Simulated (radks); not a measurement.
Results of a calculation; reference values are marked as such.
Q: Mo, configuration [Kr] 4d5 5s1 (the NIST ground configuration). Code: a radial shooting solver on a logarithmic mesh with Libxc functionals. Model: scalar-relativistic Kohn-Sham, PBE, spin-unpolarised, spherical densities, point nucleus. Some entries of the table are withheld. Estimate them.

orbital,occ.,eigenvalue (hartree),r(max) (bohr)
1s,2,-728.4704,0.02287
2s,2,(1),0.1296
2p,6,-91.97506,(2)
3s,2,-17.51227,0.3836
3p,6,-13.93697,0.3772
3d,10,-8.12083,0.3226
4s,2,-2.36471,(3)
4p,6,-1.41432,(4)
5s,1,-0.15018,2.947
4d,5,-0.13792,1.383

A: 
(1) 2s eigenvalue (hartree): -102.8846
(2) 2p r(max) (bohr): 0.1036
(3) 4s r(max) (bohr): 0.9892
(4) 4p r(max) (bohr): 1.072
